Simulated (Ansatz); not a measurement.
`c1sc(-c2sc(-c3scc4c3OCCO4)c3c2OCCO3)c2c1OCCO2` with charge -1. Total charge -1; doublet. Geometry r2SCAN-D4/def2-SVP, that of the neutral singlet; atoms count from 1.

```xyz
41

C     4.0236   -0.6755    2.7226
S     3.4668   -0.3167    1.1275
C     1.7901   -0.5786    1.5592
C     0.7324   -0.4457    0.5944
S     0.7691    0.8073   -0.6267
C    -0.7268    0.2618   -1.3565
C    -1.3110    0.9023   -2.4979
S    -2.8399    0.4028   -3.1934
C    -2.7861    1.6369   -4.4035
C    -1.6474    2.4001   -4.2901
C    -0.8126    1.9858   -3.2102
O     0.3633    2.6001   -2.9088
C     0.4735    3.8791   -3.5284
C     0.0527    3.8025   -4.9834
O    -1.3217    3.4463   -5.0975
C    -1.2199   -0.8254   -0.6462
C    -0.3999   -1.2329    0.4415
O    -0.6914   -2.3188    1.2046
C    -1.6641   -3.1578    0.5914
C    -2.8213   -2.3388    0.0538
O    -2.3739   -1.4650   -0.9788
C     1.7026   -0.9351    2.8965
C     2.9740   -0.9990    3.5509
O     3.1005   -1.3347    4.8635
C     1.8654   -1.2385    5.5693
C     0.7356   -1.8601    4.7714
O     0.5343   -1.1529    3.5536
H     5.0798   -0.6250    2.9811
H    -3.5808    1.7379   -5.1407
H    -0.1610    4.6097   -2.9909
H     1.5261    4.1834   -3.4381
H     0.6795    3.0592   -5.5133
H     0.1673    4.7797   -5.4745
H    -2.0082   -3.8591    1.3654
H    -1.1997   -3.7328   -0.2330
H    -3.2758   -1.7485    0.8722
H    -3.5899   -2.9861   -0.3923
H     1.6336   -0.1751    5.7761
H     2.0075   -1.7649    6.5249
H     0.9652   -2.9220    4.5552
H    -0.2113   -1.8057    5.3291
```

Single mean-field runs in def2-TZVP are fitted with def2-universal-jkfit. The highest occupied level of the charge -1 doublet lies above zero (up to 1.09 eV). By energy differences its removal costs 0.11 eV (vertical, to the charge 0 singlet, at PBE0-D4/def2-TZVP); self-interaction error and the lack of diffuse functions both raise the level.

Problem. Estimate the Mulliken populations of the heavy atoms from the PBE0/def2-TZVP orbitals of Ansatz.

Solution. 
```tsv
atom	charge (e)	spin (α − β)
C1	-0.32	0.16
S2	-0.04	0.05
C3	-0.15	-0.01
C4	-0.01	0.15
S5	-0.09	0.08
C6	-0.07	0.12
C7	-0.12	-0.02
S8	-0.04	0.06
C9	-0.33	0.20
C10	0.08	-0.06
C11	0.13	0.14
O12	-0.26	0.01
C13	-0.03	0.00
C14	-0.02	0.00
O15	-0.26	0.00
C16	0.16	0.05
C17	0.08	0.01
O18	-0.24	0.00
C19	-0.03	0.00
C20	-0.03	0.00
O21	-0.27	0.00
C22	0.11	0.10
C23	0.09	-0.05
O24	-0.26	0.00
C25	-0.01	0.00
C26	-0.03	0.00
O27	-0.25	0.01
```
Mulliken values and Mayer orders depend strongly on the basis.

Problem. Where does the spin sit?

Solution. Summed by element: C 0.81, S 0.19, O 0.02, H -0.02, of 1 unpaired in all. Largest on single atoms: C9 0.20, C1 0.16, C4 0.15.

Problem. And the Mayer bond orders between bonded heavy atoms (over 0.3)?

Solution. C1–S2 1.18 (1.73 Å); C1–C23 1.60 (1.38 Å); S2–C3 1.25 (1.75 Å); C3–C4 0.96 (1.44 Å); C3–C22 1.39 (1.39 Å); C4–S5 1.18 (1.75 Å); C4–C17 1.41 (1.39 Å); S5–C6 1.22 (1.75 Å); C6–C7 1.14 (1.43 Å); C6–C16 1.25 (1.39 Å); C7–S8 1.27 (1.75 Å); C7–C11 1.26 (1.39 Å); S8–C9 1.17 (1.73 Å); C9–C10 1.59 (1.38 Å); C10–C11 1.27 (1.43 Å); C10–O15 1.09 (1.36 Å); C11–O12 1.02 (1.36 Å); O12–C13 1.01 (1.43 Å); C13–C14 1.03 (1.52 Å); C14–O15 0.99 (1.42 Å); C16–C17 1.30 (1.42 Å); C16–O21 1.02 (1.36 Å); C17–O18 1.10 (1.36 Å); O18–C19 1.01 (1.42 Å); C19–C20 1.03 (1.52 Å); C20–O21 1.01 (1.42 Å); C22–C23 1.24 (1.43 Å); C22–O27 1.07 (1.36 Å); C23–O24 1.09 (1.36 Å); O24–C25 0.99 (1.43 Å); C25–C26 1.03 (1.52 Å); C26–O27 1.02 (1.42 Å).
